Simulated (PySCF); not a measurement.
## MoNI₃: breathing scan

Computed with PBE/[Mo def2-SVP with ECP28, N def2-SVP, I def2-SVP with ECP28], scalar-relativistic core potentials, density fitting, no spin–orbit coupling, PySCF.

Rigid scan from the singlet minimum (Mo–I 2.619 Å (×3), Mo–N 1.640 Å; I–Mo–I 113.5° (×3), I–Mo–N 105.1° (×3)). Coordinate: all bonds to the central atom scaled together. Energies in kJ/mol from the minimum.

Question: Predict the curve at 0.88, 0.92, 0.96, 1.00, 1.04, 1.08, 1.14, 1.22, 1.35.

Answer: 
| scale of all bonds to the centre | E (kJ/mol) | dipole size (D) |
| --- | --- | --- |
| 0.88 | 441.9 | 1.39 |
| 0.92 | 171.1 | 1.59 |
| 0.96 | 37.4 | 1.71 |
| 1.00 | 0.0 | 1.78 |
| 1.04 | 28.9 | 1.81 |
| 1.08 | 102.0 | 1.79 |
| 1.14 | 260.4 | 1.73 |
| 1.22 | 510.6 | 1.58 |
| 1.35 | 912.0 | 1.28 |

At long bonds a restricted determinant can lie too high, and another spin state can fall below this curve.

Stability towards spin polarisation was not tested.

Other isomers or separated fragments may lie lower.

The scan took 56 s on 2 threads of a shared Arm Neoverse V1 host; the process peaked at 1.4 GiB. Launch command: `OMP_NUM_THREADS=2 python axn.py task.json out`.
